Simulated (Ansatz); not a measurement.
`C[CH](C)[SbH2]` + `[SiH3]Cl` → `Cl[SiH2][SbH2]` + `CCC` at 298.15 K and 1 bar (formal exchange of groups at the Sb–C bond).

Computed with Ansatz on PBE0-D4/def2-TZVP structures; ΔE is electronic, products minus reactants. CCSD(T)/CBS is the MP2 limit (def2-TZVPP, def2-QZVPP) plus CCSD(T) − MP2 in def2-TZVPP, frozen cores. This one scheme is used for every species. def2 core potentials past Kr. For Sb outer-core shells are correlated without core-valence functions, which leaves a few kJ/mol of doubt a bond.

```
         species  CCSD(T)/CBS energy (Eh)  H − E (kJ/mol)  S (J/(mol·K))
`C[CH](C)[SbH2]`               -359.57575           300.7          344.2
      `[SiH3]Cl`               -750.69636            80.1          250.8
`Cl[SiH2][SbH2]`               -991.31414           103.0          338.8
           `CCC`               -118.98051           285.9          268.4
```

H − E and S are ideal-gas, rigid-rotor, harmonic terms from PBE0-D4/def2-TZVP, for one conformer and one mirror image of each species. 1 Eh = 2625.50 kJ/mol, R = 8.31446 J/(mol·K).

Problem. By hand: ΔE, ΔH, ΔS and ΔG.

Solution. ΔE = (-991.31414) + (-118.98051) − (-359.57575) − (-750.69636) = -0.02254 Eh = -59.2 kJ/mol. Δ(H − E) = 103.0 + 285.9 − 300.7 − 80.1 = 8.1, so ΔH = -51.1 kJ/mol. ΔS = 338.8 + 268.4 − 344.2 − 250.8 = 12.2 J/(mol·K). ΔG = -51.1 − 298.15 × (12.2)/1000 = -54.7 kJ/mol.

Problem. By hand: the equilibrium constant, and the temperature at which ΔG would vanish if ΔH and ΔS stayed fixed.

Solution. log₁₀ K = −ΔG/(RT ln 10) = 9.6. ΔH and −TΔS have one sign here, so there is no such temperature.

The number of gas molecules stays the same, so ΔS is small and ΔH decides. A doubt of 5 kJ/mol in ΔE shifts log₁₀ K by 0.9 here. Other conformers and mirror images would add mixing entropy, several J/(mol·K) or more a flexible species. These are equilibria of isolated gas molecules and say nothing of rates. Largest T1 diagnostic: 0.012 (customary marks: 0.02 for closed shells, 0.045 for open ones).

ΔS is within the doubt of such terms, so its sign, and with it that verdict, could turn.
